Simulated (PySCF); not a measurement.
Compound: C₂H₇NPSi (doublet state).
Structure used (GFN2-xTB), in Å, numbered top down from 1:
```
atom  x, y, z in Å
C1    -2.5141    0.3190    0.0000
N2    -1.1877    0.0057   -0.4014
C3    -0.2459   -0.5409    0.1479
Si4    1.5269   -0.9509   -0.1389
P5     2.5931    0.5040    1.2161
H6    -3.2012   -0.1703   -0.6924
H7    -2.6506    1.3983   -0.0904
H8    -2.7425    0.0061    1.0242
H9     2.2140   -0.9301   -1.4426
H10    1.6702   -2.2864    0.4508
H11    3.0397    1.3324    0.2043
H12    1.4993    1.3123    1.4611
```

The hyperfine couplings belong to this conformer and change with its torsions.

The species is `C/N=[C]/[SiH2]P` [radical].

Method used: UKS B3LYP, pcH-1 on C H N P Si, non-relativistic, mean-field spin-orbit, GIAO in PySCF. The structure is a single GFN2-xTB conformer in the gas phase; no vibrational or solvent corrections. GFN2-xTB frequencies show an imaginary mode (81i cm⁻¹), so this geometry is no minimum at that level. A GFN2-xTB geometry isn't a minimum of the functional, and hyperfine couplings can be far from their values at a DFT geometry. No stability test was run, so a lower SCF solution isn't excluded.

Task: Give the principal g shifts and their parts.

Result: 
```json
{"Δg (ppm)": "relativistic mass correction", "1": "-173", "2": "-173", "3": "-173"}
{"Δg (ppm)": "gauge correction", "1": "30", "2": "14", "3": "8"}
{"Δg (ppm)": "orbital Zeeman/spin–orbit", "1": "-3717", "2": "-147", "3": "1114"}
{"Δg (ppm)": "total", "1": "-3860", "2": "-306", "3": "950"}
```

So g = 1.99846, 2.00201, 2.00327 and g_iso = 2.00125; the tensor is rhombic: the two nearest values differ by 26 % of g3 − g1. 

Task: Average each term over the three axes. Which is largest in size?

Result: The orbital-Zeeman/spin–orbit term -917, the mass correction -173 and the gauge correction 17 ppm, for a total of -1072 ppm. The orbital-Zeeman/spin–orbit term is the largest in size. The mass correction is the same along every axis, so the anisotropy comes from the other two: their spans along these axes are 22 (gauge) and 4831 ppm (orbital Zeeman/spin–orbit).

Task: What effective moment and Curie constant follow for a powder?

Result: With the mean of g² = 4.0050 and S(S+1) = 0.75: μ_eff = √(⟨g²⟩S(S+1)) = 1.733 μB and χT = 0.12505·⟨g²⟩·S(S+1) = 0.376 cm³ K/mol (cgs; spin-Hamiltonian part alone).

Task: In a frozen sample, at which fields do the three g values resonate at 9.5, 34, 94 and 263 GHz (hyperfine left aside), and which band first spreads them over more than twice a line width of 0.3 mT?

Result: 
| band | GHz | B(g3) mT | B(g2) mT | B(g1) mT | spread mT |
| --- | --- | --- | --- | --- | --- |
| X | 9.5 | 338.82 | 339.04 | 339.64 | 0.82 |
| Q | 34.0 | 1212.63 | 1213.39 | 1215.55 | 2.92 |
| W | 94.0 | 3352.56 | 3354.67 | 3360.63 | 8.07 |
| J | 263.0 | 9380.05 | 9385.93 | 9402.62 | 22.57 |

The spread grows in proportion to the frequency. X band is the first where it exceeds 0.6 mT.

Largest spin populations (Mulliken): C3 (+0.59), N2 (+0.22) and Si4 (+0.08).

The HOMO–LUMO gaps are 3.81 eV among the α and 5.06 eV among the β orbitals.
